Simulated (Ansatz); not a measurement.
Ansatz (a program for electronic structure) input (CCSD(T)/def2-SVPD):

Ansatz 0.2 input:
```yaml
crystal:
  periodic: [false, false, false]
  atoms:
    - {symbol: Zr, position_ang: [0.02771711, -0.22005480, 0.34240036]}
    - {symbol: O, position_ang: [-0.05811868, -1.65909430, -0.67111565]}
    - {symbol: O, position_ang: [0.70364923, 1.37833465, -0.58152725]}
    - {symbol: O, position_ang: [-0.78411610, 1.38103364, -0.45935892]}
basis:
  gaussian:
    orbitals: def2-SVPD
magnetization: {spin_polarized: false}
correlation: {method: ccsd_t, electrons: outside_noble_gas}
```

Output:

```
Functional definition: HF
integrals: 0.14 GiB planned
984 factors; integrals over basis functions are off by at most 1.1e-3 eV
mean field: 0.31 GiB planned
mean field evaluation 1: about -7360.3860 eV, gradient 6.9e1 eV
mean field evaluation 2: about -7360.7319 eV, gradient 7.0e1 eV
mean field evaluation 4: about -7370.9926 eV, gradient 8.6e0 eV
mean field evaluation 8: about -7371.2139 eV, gradient 9.6e-1 eV
mean field evaluation 16: about -7371.2185 eV, gradient 2.1e-6 eV
mean field -7371.21848224 eV, -270.8872828309 hartree, gradient 2.1e-6 eV, S^2 0.000000; 0 other end points of the search recorded, 0 dependent functions left out
7 core orbitals not correlated
reference -7371.21848224 eV, -270.8872828309 hartree; 11, 11 occupied and 85, 85 virtual orbitals, 984 factors
second order -19.77656466 eV of doubles, -0.00000000 eV of singles
coupled cluster: 0.36 GiB planned
cycle   1  -17.77581786 eV  change     2.0e0 eV  update   2.4e-1
cycle   2  -18.82185265 eV  change    -1.0e0 eV  update   1.3e-1
cycle   3  -19.04132900 eV  change   -2.2e-1 eV  update   4.3e-2
cycle   4  -19.04921065 eV  change   -7.9e-3 eV  update   1.8e-2
cycle   5  -19.03433560 eV  change    1.5e-2 eV  update   7.6e-3
cycle   6  -19.04067586 eV  change   -6.3e-3 eV  update   4.5e-3
cycle   7  -19.04214693 eV  change   -1.5e-3 eV  update   2.0e-3
cycle   8  -19.04064201 eV  change    1.5e-3 eV  update   1.1e-3
cycle   9  -19.04039670 eV  change    2.5e-4 eV  update   4.8e-4
cycle  10  -19.04120371 eV  change   -8.1e-4 eV  update   2.9e-4
cycle  11  -19.04071566 eV  change    4.9e-4 eV  update   1.4e-4
cycle  12  -19.04066111 eV  change    5.5e-5 eV  update   7.4e-5
cycle  13  -19.04081350 eV  change   -1.5e-4 eV  update   3.1e-5
cycle  14  -19.04075883 eV  change    5.5e-5 eV  update   1.7e-5
cycle  15  -19.04078720 eV  change   -2.8e-5 eV  update   1.0e-5
cycle  16  -19.04080107 eV  change   -1.4e-5 eV  update   4.5e-6
perturbative correction -0.98757472 eV, -0.0362927017 hartree
Total energy: -7391.24685803 eV, -271.6233120654 hartree
```
